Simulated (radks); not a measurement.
The numbers below are computed, except where a source is named.
Trend from Mg3+ to Ar3+: ionisation energy by Delta-SCF between NIST ground configurations, and size. Code: a radial shooting solver on a logarithmic mesh with Libxc functionals. Model: non-relativistic Kohn-Sham, BLYP, spin-polarised, spherical densities, point nucleus; open shells are filled with parallel spins first.

[
 {"species": "Mg3+", "configuration": "[He] 2s2 2p5", "IE (eV)": "109.73", "NIST (eV)": "109.27", "kind": "semi-emp.", "outermost": "2s", "<r> outermost (bohr)": "0.676", "r at 0.001 e/bohr^3 (bohr)": "2.05"},
 {"species": "Al3+", "configuration": "[Ne]", "IE (eV)": "120.37", "NIST (eV)": "119.99", "kind": "exp.", "outermost": "2s", "<r> outermost (bohr)": "0.625", "r at 0.001 e/bohr^3 (bohr)": "1.99"},
 {"species": "Si3+", "configuration": "[Ne] 3s1", "IE (eV)": "45.832", "NIST (eV)": "45.142", "kind": "exp.", "outermost": "3s", "<r> outermost (bohr)": "1.83", "r at 0.001 e/bohr^3 (bohr)": "3.02"},
 {"species": "P3+", "configuration": "[Ne] 3s2", "IE (eV)": "51.375", "NIST (eV)": "51.444", "kind": "exp.", "outermost": "3s", "<r> outermost (bohr)": "1.67", "r at 0.001 e/bohr^3 (bohr)": "3.09"},
 {"species": "S3+", "configuration": "[Ne] 3s2 3p1", "IE (eV)": "47.146", "NIST (eV)": "47.22", "kind": "semi-emp.", "outermost": "3p", "<r> outermost (bohr)": "1.66", "r at 0.001 e/bohr^3 (bohr)": "3.11"},
 {"species": "Cl3+", "configuration": "[Ne] 3s2 3p2", "IE (eV)": "53.121", "NIST (eV)": "53.2", "kind": "semi-emp.", "outermost": "3p", "<r> outermost (bohr)": "1.51", "r at 0.001 e/bohr^3 (bohr)": "3.05"},
 {"species": "Ar3+", "configuration": "[Ne] 3s2 3p3", "IE (eV)": "58.924", "NIST (eV)": "59.6", "kind": "semi-emp.", "outermost": "3p", "<r> outermost (bohr)": "1.39", "r at 0.001 e/bohr^3 (bohr)": "2.97"}
]

Reference values: NIST Atomic Spectra Database (exp. = measured, semi-emp. = semi-empirical, theory = theoretical value adopted there). Open shells are spherical and high-spin; term and fine-structure splittings are not resolved.
